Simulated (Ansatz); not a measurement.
C2BrCl2F, SMILES F/C(Cl)=C(/Cl)Br.

Geometry optimised at PBE0-D3(BJ)/def2-SVP. The structure was generated by enumeration; whether it is a known compound was not checked.

Two levels are set side by side: PBE/def2-SVPD (Ansatz, an electronic-structure program) and PBE0/def2-SVPD (Ansatz). Energy differences of separate SCF runs at the same geometry; the states with an electron removed or added have multiplicity 2 and 2. Differences are taken from unrounded values.

| quantity | PBE0 |
|---|---|
| vertical ionisation energy (eV) | 9.37 |
| vertical singlet–triplet gap (eV) | 3.69 |

**Question.** What does PBE give, and how far is it from PBE0? (An estimate is asked for; the answer gives what the named calculation found.)

**Answer.** 
```tsv
quantity	PBE	PBE minus PBE0
vertical ionisation energy (eV)	9.05	-0.32
vertical singlet–triplet gap (eV)	3.74	0.05
```
